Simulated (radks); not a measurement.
Xe V, configuration [Kr] 4d10 5s2 5p1 6s1 (not the ground configuration).

Calculated with a radial shooting solver on a logarithmic mesh with Libxc functionals: Dirac Kohn-Sham, PBE, spin-unpolarised, spherical densities, point nucleus; open shells fill j = l - 1/2 first.

Energy parts (eV):
| part | energy |
|---|---|
| total | -202602.342 |
| kinetic | 215269.398 |
| electron-nucleus | -490091.212 |
| Hartree | 77267.121 |
| exchange-correlation | -5047.649 |

Orbitals (lengths in bohr, moments of r in powers of bohr):
orbital,occ.,eigenvalue (eV),<1/r>,<r^2>,<r>
1s1/2,2,-34400.79,58.12,0.0009636,0.02665
2s1/2,2,-5396.508,13.59,0.01543,0.1142
2p1/2,2,-5073.126,13.57,0.01139,0.09620
2p3/2,4,-4748.460,12.47,0.01267,0.1020
3s1/2,2,-1145.610,4.860,0.1072,0.3060
3p1/2,2,-1011.237,4.771,0.1019,0.2961
3p3/2,4,-949.5564,4.499,0.1099,0.3078
3d3/2,4,-713.2162,4.356,0.09191,0.2787
3d5/2,6,-700.1798,4.286,0.09421,0.2823
4s1/2,2,-249.1299,1.970,0.5786,0.7158
4p1/2,2,-201.5081,1.862,0.6307,0.7443
4p3/2,4,-189.1619,1.774,0.6778,0.7718
4d3/2,4,-111.9797,1.538,0.8636,0.8617
4d5/2,6,-109.9627,1.517,0.8839,0.8719
5s1/2,2,-65.2943,0.7844,3.174,1.685
5p1/2,1,-52.3304,0.7029,3.899,1.865
5p3/2,0,-50.3446,0.6772,4.155,1.926
6s1/2,1,-27.8246,0.3825,13.01,3.425

The highest occupied level is 6s1/2 at -27.825 eV. The configuration is held as typed, so some empty levels lie below it. Summed over all electrons, <r^2> = 39.04 bohr^2, which gives a Langevin (diamagnetic) susceptibility term of -30.9 x 10^-6 cm^3/mol. The density falls to 0.001 e/bohr^3 at r = 4.38 bohr.
